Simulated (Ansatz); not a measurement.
Calculated with Ansatz (gas phase, PBE0-D4/def2-TZVP geometries, no zero-point term in ΔE). CBS: MP2 limit from def2 TZ/QZ plus the TZ coupled-cluster correction, frozen cores. This one scheme is used for every species. DFT in def2-TZVPP. For Ge outer-core shells are correlated without core-valence functions, which leaves a few kJ/mol of doubt a bond. Scalar relativity is left out up to krypton. One conformer a species, not always the lowest.

`[OH][GeH2][S]S` + H–F → `[OH][GeH2][F]` + `SS`  (ligand exchange at a Ge–S bond)

```tsv
level	ΔE (kJ/mol)
r2SCAN0	-20.2
HF/def2-TZVPP	-45.9
```

Q: What does CCSD(T)/CBS give? (Estimate.)

A: The calculation gave: -12.5 kJ/mol. The listed levels differ from it by -7.7, -33.4 kJ/mol.

Largest T1 diagnostic among the species: 0.012.

At CCSD(T), def2-SVP lies −19.6 kJ/mol from the extrapolated value and def2-TZVPP −5.8 kJ/mol. In def2-TZVPP, CCSD(T) changes the Hartree–Fock value by +27.7 kJ/mol (the triples alone add +4.9 kJ/mol) and MP2 by +33.7 kJ/mol.
